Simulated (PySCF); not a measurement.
CH6AlB, CH6OSi2, CH3AlO, CH5BOSi and others (calculated)

Calculation on a computer-drawn molecule: optimised geometry and harmonic frequencies of an isolated molecule of the commonest isotopes, restricted reference for singlets and unrestricted otherwise, frozen core in MP2. Program: PySCF 2.14.0.

Common to all runs: charge 0; multiplicity 1; basis cc-pV(D+d)Z.

(1) CH6AlB

Start structure:
```xyz
9
CH6AlB
C      0.1773     1.1892     0.1284
B     -0.3857     0.3468     1.2958
Al     1.0777    -0.9223     1.9253
H      0.4491     2.2204     0.5221
H     -0.5466     1.4934    -0.6381
H      1.1417     0.8382    -0.2571
H     -1.4587     0.5020     1.6309
H      2.4992    -0.9277     1.1358
H      1.2121    -2.0152     3.1186
```

* method: HF
* rotational constants: 31.87, 3.743, 3.599 GHz
* total energy: -307.9236 hartree
* convergence status largest gradient component: 7.832e-06 hartree/bohr

Drawn bonds:
```
atom  other atom  order
   1           2      1
   2           3      1
   1           4      1
   1           5      1
   1           6      1
   2           7      1
   3           8      1
   3           9      1
```

Optimised structure:
```xyz
9
CH6AlB
C      0.1937     1.5025     0.1767
B     -0.1639     0.2080     1.0146
Al     1.2257    -1.1748     1.9215
H      0.0157     2.3496     0.8585
H     -0.4865     1.6556    -0.6672
H      1.2237     1.5841    -0.1763
H     -1.3483     0.0256     1.1883
H      1.7059    -2.4854     1.1599
H      1.8001    -0.9405     3.3856
```

Modes:
```
frequency (cm⁻¹)  reduced mass (dalton)
           87.58                  1.113
           122.2                  1.115
             188                  2.559
           369.4                  1.085
           490.2                  3.365
           618.6                  1.289
           650.7                  1.145
           846.6                  1.081
           860.1                   1.49
           873.1                  1.304
            1047                  2.815
            1189                  1.458
            1420                  1.271
            1536                  1.053
            1574                  1.069
            1945                  1.058
            1954                  1.027
            2614                  1.088
            3124                  1.051
            3202                  1.081
            3244                  1.103
```

(2) CH6OSi2

Start structure:
```xyz
10
CH6OSi2
C     -0.5106    -1.3077     1.1803
Si    -1.3069    -0.9330    -0.5569
Si    -1.7711     1.2649    -0.7387
O     -2.6807     2.1092     0.1272
H     -0.3028    -2.3551     1.2601
H     -1.1993    -0.9883     1.9605
H      0.4644    -0.8378     1.3005
H     -0.3404    -1.3906    -1.5577
H     -2.5052    -1.7595    -0.6640
H     -1.1007     2.0080    -1.8913
```

* method: HF
* rotational constants: 8.333, 2.41, 1.933 GHz
* total energy: -694.0940 hartree
* convergence status largest gradient component: 2.147e-05 hartree/bohr

Drawn bonds:
```
atom  other atom  order
   1           2      1
   2           3      1
   3           4      2
   1           5      1
   1           6      1
   1           7      1
   2           8      1
   2           9      1
   3          10      1
```

Optimised structure:
```xyz
10
CH6OSi2
C     -0.6252    -1.3363     1.2194
Si    -1.1445    -0.9654    -0.5454
Si    -1.7230     1.3185    -0.7691
O     -1.6644     2.2907     0.3765
H     -0.3569    -2.3898     1.3300
H     -1.4378    -1.1098     1.9129
H      0.2361    -0.7267     1.5011
H     -0.0571    -1.2412    -1.5178
H     -2.3284    -1.7606    -0.9581
H     -2.1521     1.7307    -2.1296
```

Modes:
```
frequency (cm⁻¹)  reduced mass (dalton)
           43.34                  2.417
           101.8                  4.045
           155.3                  1.103
           286.1                  6.095
             402                   1.11
           420.5                  5.759
           551.3                  1.179
           682.3                  1.175
           709.6                  1.868
           767.1                  1.733
           904.1                  1.112
           953.7                   1.26
           962.7                  1.289
            1019                  1.052
            1304                  16.88
            1397                  1.237
            1551                  1.049
            1551                   1.05
            2284                  1.038
            2291                   1.05
            2302                  1.036
            3178                  1.035
            3265                  1.102
            3270                  1.102
```

(3) CH3AlO

Start structure:
```xyz
6
CH3AlO
C      0.3618    -1.7862    -0.8516
O     -0.8806    -2.0754    -0.3107
Al    -2.3797    -2.4237     0.3418
H      0.5037    -2.3146    -1.7977
H      0.4609    -0.7144    -1.0408
H      1.1601    -2.0878    -0.1689
```

* method: MP2
* rotational constants: 156.7, 4.913, 4.913 GHz
* total energy: -356.8108 hartree
* convergence status largest gradient component: 3.166e-05 hartree/bohr

Drawn bonds:
```
atom  other atom  order
   1           2      1
   2           3      1
   1           4      1
   1           5      1
   1           6      1
```

Optimised structure:
```xyz
6
CH3AlO
C      0.3684    -1.7847    -0.8545
O     -0.8898    -2.0775    -0.3067
Al    -2.4082    -2.4303     0.3542
H      0.5120    -2.3184    -1.8103
H      0.4688    -0.7019    -1.0457
H      1.1751    -2.0893    -0.1649
```

Modes:
```
frequency (cm⁻¹)  reduced mass (dalton)
           107.3                  4.945
           107.4                  4.944
           638.1                  7.251
            1191                  1.273
            1191                  1.273
            1256                  13.22
            1491                  1.136
            1503                  1.043
            1503                  1.043
            3058                   1.03
            3152                  1.106
            3152                  1.106
```

(4) CH5BOSi

Start structure:
```xyz
9
CH5BOSi
C     -1.9072    -0.8010     0.2814
B     -0.4864    -0.3625     0.7991
Si     0.2732     1.3936     0.5058
O      1.0189     1.8166    -0.7063
H     -2.4205    -0.1058    -0.3902
H     -1.9471    -1.7730    -0.0863
H     -2.5887    -0.8318     1.2144
H      0.1720    -1.2329     1.3866
H      0.0126     2.3893     1.6258
```

- method: HF
- rotational constants: withheld
- total energy: withheld

Drawn bonds:
```
atom  other atom  order
   1           2      1
   2           3      1
   3           4      2
   1           5      1
   1           6      1
   1           7      1
   2           8      1
   3           9      1
```

(5) AlBH3NO

Start structure:
```xyz
7
AlBH3NO
O     -2.4405    -1.1153     1.5457
B     -1.3606    -1.2205     1.0392
N     -0.1042    -1.3484     0.4577
Al     1.3104    -2.3310     0.9973
H     -0.0092    -0.7988    -0.3807
H      2.5938    -2.2442     0.0958
H      1.1508    -3.1822     2.3043
```

- method: MP2
- total energy: withheld
- rotational constants: withheld

Drawn bonds:
```
atom  other atom  order
   1           2      2
   2           3      1
   3           4      1
   3           5      1
   4           6      1
   4           7      1
```

To be estimated
1. What rotational constants does the calculation give for CH5BOSi (entry 4)?
2. Estimate the total energy of CH5BOSi (entry 4).
3. Give the table of modes values for CH5BOSi (entry 4).
4. Estimate the total energy of AlBH3NO (entry 5).
5. AlBH3NO (entry 5): rotational constants?
6. Give the table of modes values for AlBH3NO (entry 5).

Answers
1. 16.5, 2.813, 2.62 GHz
2. -429.2382 hartree
3. 
Modes:
```
frequency (cm⁻¹)  reduced mass (dalton)
            43.9                  2.019
           79.64                  1.259
           177.3                  3.021
           258.2                  2.783
           534.2                  2.482
           597.6                  1.418
           641.4                  1.389
           846.5                  1.457
           889.8                  1.193
           959.8                   1.36
            1069                   2.39
            1200                  1.636
            1311                  13.57
            1428                  1.288
            1531                  1.048
            1574                  1.072
            2288                  1.043
            2682                  1.091
            3127                  1.053
            3219                  1.078
            3269                  1.104
```
4. -398.2779 hartree
5. 30.84, 2.655, 2.445 GHz
6. 
Modes:
```
frequency (cm⁻¹)  reduced mass (dalton)
           132.2                   4.73
           165.1                  1.369
           441.4                  2.234
           482.8                  1.113
             512                  9.643
           542.5                  2.378
           629.8                  1.164
           715.6                  2.929
           796.1                  1.189
            1007                   2.82
            1193                  1.686
            1994                  1.969
            2010                  1.682
            2023                  1.111
            3603                  1.074
```

Further results for CH5BOSi (entry 4):

* convergence status largest gradient component: 4.111e-05 hartree/bohr

Optimised structure:
```xyz
9
CH5BOSi
C     -1.9435    -0.8255     0.2848
B     -0.5211    -0.3905     0.7932
Si     0.2825     1.4600     0.5229
O      0.9288     1.9222    -0.7541
H     -2.3756    -0.2034    -0.4999
H     -1.9682    -1.8732    -0.0248
H     -2.6054    -0.7552     1.1630
H      0.1322    -1.1785     1.4252
H      0.1971     2.3367     1.7199
```

Further results for AlBH3NO (entry 5):

- convergence status largest gradient component: 1.043e-05 hartree/bohr

Optimised structure:
```xyz
7
AlBH3NO
O     -2.4606    -1.1308     1.5794
B     -1.3588    -1.2246     1.0440
N     -0.0917    -1.3402     0.4393
Al     1.3197    -2.3339     0.9958
H     -0.0080    -0.7788    -0.4099
H      2.6116    -2.2579     0.1039
H      1.1284    -3.1743     2.3068
```
